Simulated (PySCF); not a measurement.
B(H)(Cl)(OMe) (CH₄BClO), SMILES B(Cl)OC.

Coordinates come from a PBE0-D3(BJ)/def2-SVP optimisation. The values are those of a single conformer.

Level of theory: PBE0-D3(BJ)/def2-SVP run with PySCF 2.14.0.

Frequencies are harmonic and unscaled.

Computed vibrational spectrum:
```json
[
 {"mode": "1", "ν (cm⁻¹)": "131", "IR (km/mol)": "2.3", "Raman (Å⁴/amu)": "0.2", "depolarisation": "0.75", "moving atoms (share of kinetic energy)": "H 73 %, O 22 %"},
 {"mode": "2", "ν (cm⁻¹)": "167", "IR (km/mol)": "1.0", "Raman (Å⁴/amu)": "0.5", "depolarisation": "0.75", "moving atoms (share of kinetic energy)": "H 31 %, B 23 %, O 22 %, C 16 %, Cl 9 %"},
 {"mode": "3", "ν (cm⁻¹)": "248", "IR (km/mol)": "2.8", "Raman (Å⁴/amu)": "0.8", "depolarisation": "0.61", "moving atoms (share of kinetic energy)": "O 31 %, H 21 %, B 21 %, C 16 %, Cl 11 %"},
 {"mode": "4", "ν (cm⁻¹)": "392", "IR (km/mol)": "10.8", "Raman (Å⁴/amu)": "3.1", "depolarisation": "0.35", "moving atoms (share of kinetic energy)": "Cl 39 %, C 25 %, O 23 %, H 10 %"},
 {"mode": "5", "ν (cm⁻¹)": "846", "IR (km/mol)": "82.1", "Raman (Å⁴/amu)": "5.1", "depolarisation": "0.30", "moving atoms (share of kinetic energy)": "B 56 %, H 22 %, Cl 17 %"},
 {"mode": "6", "ν (cm⁻¹)": "869", "IR (km/mol)": "30.0", "Raman (Å⁴/amu)": "1.0", "depolarisation": "0.75", "moving atoms (share of kinetic energy)": "H 62 %, B 34 %"},
 {"mode": "7", "ν (cm⁻¹)": "1033", "IR (km/mol)": "41.4", "Raman (Å⁴/amu)": "3.6", "depolarisation": "0.22", "moving atoms (share of kinetic energy)": "H 35 %, C 26 %, O 25 %, B 14 %"},
 {"mode": "8", "ν (cm⁻¹)": "1132", "IR (km/mol)": "8.0", "Raman (Å⁴/amu)": "3.9", "depolarisation": "0.73", "moving atoms (share of kinetic energy)": "H 56 %, C 18 %, O 13 %, B 12 %"},
 {"mode": "9", "ν (cm⁻¹)": "1187", "IR (km/mol)": "0.4", "Raman (Å⁴/amu)": "1.3", "depolarisation": "0.75", "moving atoms (share of kinetic energy)": "H 76 %, C 19 %"},
 {"mode": "10", "ν (cm⁻¹)": "1195", "IR (km/mol)": "70.2", "Raman (Å⁴/amu)": "1.7", "depolarisation": "0.73", "moving atoms (share of kinetic energy)": "H 68 %, C 16 %, B 10 %"},
 {"mode": "11", "ν (cm⁻¹)": "1410", "IR (km/mol)": "424.0", "Raman (Å⁴/amu)": "8.5", "depolarisation": "0.21", "moving atoms (share of kinetic energy)": "H 35 %, B 26 %, O 24 %, C 15 %"},
 {"mode": "12", "ν (cm⁻¹)": "1469", "IR (km/mol)": "5.2", "Raman (Å⁴/amu)": "18.1", "depolarisation": "0.75", "moving atoms (share of kinetic energy)": "H 97 %"},
 {"mode": "13", "ν (cm⁻¹)": "1475", "IR (km/mol)": "9.4", "Raman (Å⁴/amu)": "19.9", "depolarisation": "0.70", "moving atoms (share of kinetic energy)": "H 94 %"},
 {"mode": "14", "ν (cm⁻¹)": "1506", "IR (km/mol)": "181.3", "Raman (Å⁴/amu)": "4.8", "depolarisation": "0.66", "moving atoms (share of kinetic energy)": "H 58 %, O 21 %, B 19 %"},
 {"mode": "15", "ν (cm⁻¹)": "2639", "IR (km/mol)": "123.1", "Raman (Å⁴/amu)": "70.5", "depolarisation": "0.17", "moving atoms (share of kinetic energy)": "H 91 %, B 9 %"},
 {"mode": "16", "ν (cm⁻¹)": "3050", "IR (km/mol)": "44.7", "Raman (Å⁴/amu)": "146.5", "depolarisation": "0.00", "moving atoms (share of kinetic energy)": "H 97 %"},
 {"mode": "17", "ν (cm⁻¹)": "3153", "IR (km/mol)": "17.6", "Raman (Å⁴/amu)": "66.1", "depolarisation": "0.61", "moving atoms (share of kinetic energy)": "H 90 %, C 10 %"},
 {"mode": "18", "ν (cm⁻¹)": "3161", "IR (km/mol)": "14.1", "Raman (Å⁴/amu)": "93.0", "depolarisation": "0.75", "moving atoms (share of kinetic energy)": "H 90 %, C 10 %"}
]
```
